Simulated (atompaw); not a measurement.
**Logarithmic derivatives: Kr, PAW (atompaw)**

* Element: krypton (Kr)
* Generator: atompaw 4.2.0.5
* Type: PAW
* Functional: PBE
* Relativity: scalar-relativistic
* Frozen core: [Ar]
* Valence charge: 18
* Reference configuration: 3d10 4s2 4p6
* Partial waves: 4s (bound): rc 1.20 bohr; 4s channel at -1.35 Ry: rc 1.20 bohr; 4p (bound): rc 1.20 bohr; 4p channel at 0.35 Ry: rc 1.20 bohr; 3d (bound): rc 0.95 bohr; 3d channel at -5.55 Ry: rc 0.95 bohr
* Local potential: troulliermartins scheme with l = 3 at 0.5 Ry, radius 0.90 bohr
* Core correction: smooth core density matched at 0.70 bohr
* Augmentation charge: sinc compensation charge, radius 1.10 bohr; PAW radius 1.20 bohr; waves and projectors: custom polynom vanderbiltortho

The phase is arctan(r·u′/u) with u = r·R(r), unwrapped; energies in Ry, scanned from -8 to 5 Ry. A pole is an energy at which the radial function vanishes at the test radius. The pseudo phase is shifted by a multiple of π to meet the all-electron one at the reference energy, and phase errors are pseudo minus all-electron; the curves can meet again beyond the range given. Levels narrower than the energy grid can be missing from the lists of poles.

| channel | radius (bohr) | reference energy (Ry) | poles, all-electron | poles, pseudo | unbroken range about the reference energy with phases within 0.05 rad | phase error 1 Ry above the reference energy (rad) |
| --- | --- | --- | --- | --- | --- | --- |
| s | 1.20 | -1.69 | none | none | the whole range | +0.000 |
| p | 1.20 | -0.68 | none | none | the whole range | +0.000 |
| d | 1.20 | -5.98 | -5.36 | -5.36 | the whole range | +0.000 |

Note: ghost states, extra bound levels that the all-electron valence spectrum of the same l lacks: s at -291.8 eV, p at -195.5 eV. A true bound ghost makes a file unfit for plane-wave use.

Phases in the s channel:

```tsv
E (Ry)	all-electron	pseudo
-8.00	1.198	1.198
-7.52	1.181	1.180
-7.04	1.160	1.160
-6.56	1.138	1.138
-6.08	1.112	1.112
-5.60	1.082	1.082
-5.12	1.048	1.048
-4.64	1.007	1.007
-4.16	0.959	0.959
-3.68	0.901	0.901
-3.20	0.831	0.831
-2.72	0.744	0.744
-2.24	0.636	0.636
-1.76	0.502	0.502
-1.28	0.337	0.337
-0.80	0.140	0.140
-0.32	-0.078	-0.078
0.16	-0.300	-0.300
0.64	-0.506	-0.506
1.12	-0.684	-0.684
1.60	-0.829	-0.830
2.08	-0.947	-0.947
2.56	-1.041	-1.041
3.04	-1.117	-1.117
3.52	-1.180	-1.180
4.00	-1.231	-1.232
4.48	-1.275	-1.275
4.96	-1.312	-1.312
```
